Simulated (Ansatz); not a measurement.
Reactions of C3H7InO (`O[C]1([InH2])CC1`).

Computed with Ansatz on PBE0-D4/def2-TZVP structures; ΔE is electronic, products minus reactants. CCSD(T)/CBS adds triple-zeta CCSD(T) − MP2 to the extrapolated MP2 energy (def2 sets, frozen cores). This one scheme is used for every species, atoms too. For atomizations the MP2-based limit and the directly extrapolated one differ by several kJ/mol either way, and by 10 to 25 for some Ge, Se and Sn compounds, so smaller differences from it don't rank the levels. DFT in def2-TZVPP. No spin–orbit coupling; open shells (•) take unrestricted orbitals. Spin–orbit coupling would lower the free atoms: a little for C, O; strongly for In. Elements past krypton have def2 core potentials. For In, Se outer-core shells are correlated without core-valence functions, so the limit isn't a true one: a few kJ/mol of doubt a bond, and 10 to 20 or more in all where bonds break to atoms. Scalar relativity is left out up to krypton. Each species was taken in one conformer, which may not be the lowest.

```tsv
reaction	B2PLYP (eV)	r2SCAN-D4 (eV)	MP2/CBS(def2) (eV)	HF/CBS(def2) (eV)
`O[C]1([InH2])CC1` + H₂Se → `OC1([SeH])CC1` + `[InH3]`	-0.01	-0.05	0.06	-0.08
`O[C]1([InH2])CC1` + `CNC` → `C[N](C)[InH2]` + `OC1CC1`	-0.63	-0.62	-0.62	-0.58
`O[C]1([InH2])CC1` → 3 C• + 7 H• + In• + O•	42.93	43.73	44.25	30.96
`O[C]1([InH2])CC1` + `CC=N` → `C/C=[N]\[InH2]` + `OC1CC1`	-0.51	-0.50	-0.43	-0.55
`O[C]1([InH2])CC1` + `OBF` → `FB[O][InH2]` + `OC1CC1`	-1.07	-1.08	-1.00	-1.19
`O[C]1([InH2])CC1` + `C[SeH]` → `C[Se][InH2]` + `OC1CC1`	-1.61	-1.63	-1.59	-1.76
`O[C]1([InH2])CC1` + H–F → `OC1(F)CC1` + `[InH3]`	0.08	0.00	0.48	-0.24
`O[C]1([InH2])CC1` + `C[SiH2]C=O` → `O=C[SiH2][CH2][InH2]` + `OC1CC1`	-0.29	-0.29	-0.28	-0.38
`O[C]1([InH2])CC1` + `CCNC` → `CC[N](C)[InH2]` + `OC1CC1`	-0.59	-0.60	-0.63	-0.49
```

Question: Give the CCSD(T)/CBS values in the same order. (An estimate is asked.)

Answer: Ansatz gave: 0.05, -0.62, 43.64, -0.44, -1.03, -1.57, 0.30, -0.29, -0.62 eV.

Largest T1 diagnostic: 0.017, for `C/C=[N]\[InH2]`.
